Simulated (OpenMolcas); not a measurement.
**Rb: CASPT2 settings compared**

```
Program             : OpenMolcas
Basis               : ANO-RCC-VDZ [6s5p1d]
Scalar Hamiltonian  : DKH2, point nucleus
Active space        : 1 electron in 4 orbitals (5s 5p)
State averaging     : 2S+1 = 2 even, 1 root; 2S+1 = 2 odd, 3 roots
Spin-orbit coupling : state interaction with AMFI integrals over the reference wave functions, term energies averaged over their components
```

Methods on the same reference wave functions:
A. CASSCF
B. SS-CASPT2, IPEA 0.5 Eh, sigma2 regulariser 0.5 Eh (closed shells correlated: 4s 4p)
C. XMS-CASPT2, IPEA 0.75 Eh, imaginary shift 0.2 Eh (closed shells correlated: 4s 4p)

Energies in cm-1 above 5s 2S 1/2, the measured ground level; measured values from NIST Handbook of Basic Atomic Spectroscopic Data.

```json
{"Level": "5s 2S 1/2", "A": "0.0", "B": "0.0", "C": "0.0", "Measured": "0.0"}
{"Level": "5p 2P* 1/2", "A": "10737", "B": "10931", "C": "10909", "Measured": "12579"}
{"Level": "5p 2P* 3/2", "A": "10877", "B": "11071", "C": "11048", "Measured": "12817"}
```

Deviations, from unrounded energies. A percentage is the sum of absolute deviations over the sum of measured energies, with the sign that they share, or ± where signs differ.

| Against measurement | Levels | A | B | C |
| --- | --- | --- | --- | --- |
| mean absolute deviation (cm-1) | 2 | 1900 | 1700 | 1700 |
| other configurations (%) | 2 | -14.9 | -13.4 | -13.5 |

B, C lie about equally close to measurement and A furthest from it. The largest miss of B in the table is 5p 2P* 3/2, by -1700 cm-1. The ranking rests on the paired levels alone, and a cruder setting can come out closer through cancelling errors.

Between B and C the level of the table that moves most is 5p 2P* 3/2, by 23 cm-1 (lowest in C, highest in B).

The lowest spin-free term lies below A's lowest term by 0.023 hartree in B, 0.023 hartree in C.

ANO sets are built for ground and valence states and can reach diffuse excited orbitals poorly. With one active electron the reference holds no correlation, so core polarisation is missing (holds for A). With one active electron, CASPT2 adds the correlation within the correlated inactive shells and between them and that electron, and leaves the splitting within a term as the reference gives it (holds for B; C). Measured partners are found by configuration, term and J. A level has none where our copy of the source lacks it or the pairing is in doubt (some pairs that miss far off the trend of their configuration count as doubtful), and it then counts in no deviation. Only configurations of the active space appear.

* marks odd parity.
